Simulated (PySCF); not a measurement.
C2H6BeS, SMILES [SH][Be][CH2]C (PBE0/def2-SVP optimised geometry):

```
10

Be     0.766    -0.338     0.000
C     -0.915    -0.331    -0.033
C     -1.644     0.365     1.122
H     -1.255    -1.383    -0.111
H     -1.224     0.121    -0.997
H     -1.367     1.429     1.200
H     -1.407    -0.096     2.094
H     -2.741     0.327     1.009
S      2.682    -0.338     0.000
H      2.741    -1.429     0.799
```

Calculation: PySCF 2.14.0 with PBE0/def2-TZVP.

**Question.** What are the frontier orbital energies and the dipole moment?

**Answer.** HOMO-2 -9.20 eV, HOMO-1 -7.89 eV, HOMO -7.56 eV, LUMO -0.37 eV, LUMO+1 -0.16 eV; dipole moment 1.11 D.

Meta-Löwdin charges at PBE0/def2-TZVP: Be1 1.20, C2 -0.80, C3 -0.33, H4 0.11, H5 0.11, H6 0.11, H7 0.11, H8 0.11, S9 -0.73, H10 0.11.
